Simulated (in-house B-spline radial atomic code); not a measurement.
# RPBE excitations of Ge2+

Method: RPBE. Computed with an all-electron radial atomic-structure program (B-spline basis): linear response of the closed shell [Ar] 3d10 4s2 with the functional's adiabatic kernel; scalar-relativistic (spin-free one-electron X2C), finite nucleus, no spin-orbit coupling, no double excitations, S, P, D and F terms only; shells from n = 2 respond. Only terms of natural parity with L up to 3 were computed.

Command:
```bash
python run_td.py task.json out
```
Settings (radii: box in bohr, nucleus in fm):
```
Z                        32
electrons                30
configuration            [Ar] 3d10 4s2
hamiltonian              x2c
method                   rpbe,pbe
box_radius               29.48
rms_radius               4.0742
intervals                73
```

Run time, properties included: 1.7 s on 1 thread of Arm Neoverse N1, on a shared host.

The lowest states, in the order of their Tamm-Dancoff energies; the method's threshold (minus the highest occupied level) is 29.068 eV. Labels give the largest channel, * marks a mixed state, and oscillator strengths are full-response dipole values. Semilocal kernels can invert the small singlet-triplet splittings of Rydberg terms. Energies in eV:

```tsv
state	full response	Tamm-Dancoff	oscillator strength
4s → 4p 3P	7.759	7.939	-
4s → 4p 1P	11.480	11.949	1.65
4s → 5s 3S	18.901	18.910	-
4s → 4d 3D	19.279	19.318	-
4s → 5s 1S	19.536	19.569	-
4s → 4d 1D	19.925	19.939	-
4s → 5p 3P	21.436	21.449	-
4s → 5p 1P	?	?	?
4s → 6s 3S	24.436	24.438	-
4s → 6s 1S	?	?	-
4s → 5d 3D	24.770	24.778	-
4s → 4f 3F	24.862	24.869	-
4s → 4f 1F	24.901	24.905	-
4s → 5d 1D	24.921	24.925	-
```

(1) Where does 4s → 6s 1S lie?

(2) Where does 4s → 5p 1P lie?

(3) How large is the singlet-triplet splitting of 4s → 4p (P terms) in Tamm-Dancoff?

(4) What polarisabilities and dispersion coefficient does the method give?

Answers

(1) At 24.574 eV in full response, 24.582 eV in Tamm-Dancoff.

(2) At 21.810 eV in full response, 21.861 eV in Tamm-Dancoff, oscillator strength 0.00121.

(3) 4.01 eV, from the unrounded values.

(4) Dipole 10.47 bohr³, quadrupole 31.19 bohr⁵, C6 41.19 hartree·bohr⁶ for two such species.
